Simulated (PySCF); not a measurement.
CuCl₃ + 2 H₂O → CuO(OH) + 3 HCl

Level: PBE0 in the def2-TZVP basis family, all electrons, no relativity, computed in PySCF with density fitting; open shells unrestricted.

```tsv
species	state and structure	E (Eh)	ZPE (kJ/mol)	H(298 K) − H(0) (kJ/mol)	S° (J/(mol K))
CuCl₃	triplet, Cs, Cu–Cl 2.077 Å, Cu–Cl 2.225 Å, Cu–Cl 2.230 Å; Cl–Cu–Cl 71.9°, Cl–Cu–Cl 133.8°, Cl–Cu–Cl 154.3°	-3020.49924	8.0	18.7	363.9
H₂O	singlet, C2v, O–H 0.960 Å (×2); H–O–H 105.1°	-76.37736	56.5	9.9	188.7
CuO(OH)	triplet, Cs, Cu–O 1.706 Å, Cu–O 1.740 Å, O–H 0.960 Å; Cu–O–H 118.7°, O–Cu–O 178.6°	-1791.15143	37.2	14.3	286.7
HCl	singlet, C∞v, H–Cl 1.279 Å	-460.66440	17.9	8.7	186.6
```

Problem. What is the electronic reaction energy?

Solution. At PBE0/def2-TZVP, ΔE = 287.0 kJ/mol from the differences of the total energies times 2625.5, uphill. 

Problem. Add zero-point, thermal and entropy terms for 298.15 K and 1 bar.

Solution. ΔZPE = -30.1 and Δ[H(298) − H(0)] = 1.9 kJ/mol give ΔH° = 258.8 kJ/mol. ΔS° = 105.2 J/(mol K), so ΔG° = 258.8 − 298.15 × (0.1052) = 227 kJ/mol. ΔG° would change sign near 2460 K if ΔH° and ΔS° stayed fixed.

Open d or f shells are single determinants, so the state found may not be the ground state. Modes under 40 cm⁻¹ make the shape and entropy of CuCl₃ uncertain. Only the bonding shown was studied: isomers, or loss of a ligand pair, can lie lower.
